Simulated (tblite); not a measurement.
Compound: H6N3Si2 (doublet state).
Cartesian coordinates in Å at the GFN2-xTB level; atoms count from 1:
```xyz
11
H6N3Si2 angstrom
N      1.8396    0.2685   -0.4603
Si     0.4664    0.1809    0.5687
N     -0.6447   -1.1623    0.4422
Si    -2.0341   -0.2106   -0.0416
N     -0.8654    1.0886   -0.0879
H      1.6907    0.1336   -1.4473
H      2.6812   -0.1996   -0.1706
H      0.9155    0.4877    1.9190
H     -0.5860   -2.0889    0.8232
H     -2.4832   -0.5761   -1.3918
H     -0.9746    2.0809   -0.1795
```

Method: GFN2-xTB as coded in tblite; computed harmonic values from a numerical Hessian at the method's own geometry, unscaled. Errors from tens to a few hundred cm⁻¹ against measured bands are possible. Modes of hydrogen on silicon can be 10 to 20 % off. One conformer, not necessarily the lowest. Open shells enter through the occupations alone, without spin polarisation, and single modes of such species can be off by tens of per cent.

Harmonic wavenumbers (cm⁻¹): 121.6, 156.2, 207.8, 250.2, 264.8, 398.0, 462.1, 467.5, 518.7, 529.4, 586.0, 676.3, 707.1, 791.5, 806.7, 837.8, 864.7, 957.1, 1044.7, 1097.2, 1519.2, 2130.4, 2299.9, 3479.2, 3516.6, 3521.2, 3534.0.

A = 7527, B = 2381, C = 2100 MHz; mass 104.010 u (most abundant isotopes); point group C1, symmetry number 1; spin multiplicity 2.

**Question.** Zero-point energy?

**Answer.** ½Σν̃ = 15873 cm⁻¹ = 189.88 kJ/mol.

**Question.** Give the ideal-gas entropy at 200 K and 1 bar in the rigid-rotor, harmonic-oscillator model (classical rotation).

**Answer.** Translation 158.48, rotation 106.10, vibration 40.26, spin (R ln 2) 5.76: S = 310.6 J/(mol K).

**Question.** And Cp and H(200 K) − H(0)?

**Answer.** Cp = 94.35 J/(mol K), of which vibrations give 61.09 (their classical limit is 27 R = 224.5); H(200 K) − H(0) = 11.80 kJ/mol without the zero-point energy, 5.15 from vibrations.

**Question.** How do the functions run with temperature in this model?

**Answer.** 
```
 T (K)  S (J/(mol K))  Cp (J/(mol K))  H − H(0) (kJ/mol)  G − H(0) (kJ/mol)  ln q(vib)
   150          286.2            76.2               7.53             -35.40       1.02
   250          333.5           111.1              16.94             -66.43       2.55
298.15          354.3           125.3              22.64             -83.00       3.37
   400          394.6           148.7              36.67            -121.18       5.15
   600          460.9           177.1              69.54            -206.98       8.58
   900          537.7           201.1             126.60            -357.29      13.22
```

q(vib) and H(0) count from the zero-point level.

**Question.** Blend soft modes into free rotors: weight 1/[1 + (100 cm⁻¹/ν̃)⁴] for the oscillator and the rest for a rotor with moment μB/(μ + B), μ = h/(8π²ν), B = 10⁻⁴⁴ kg m². What vibrational entropy results?

**Answer.** 40.50 J/(mol K) in place of 40.26, which changes −T·S at 200 K by -0.05 kJ/mol.

Hindered rotation and anharmonicity are outside this model. Other conformers, if any are populated, would add a mixing term that is left out. The structure is chiral; the term R ln 2 for an equal mix with its mirror image is left out.

On an Arm Neoverse V2 with one thread, no GPU, on a shared host, this took 0.22 s. This covers the Hessian and the dipole derivatives.
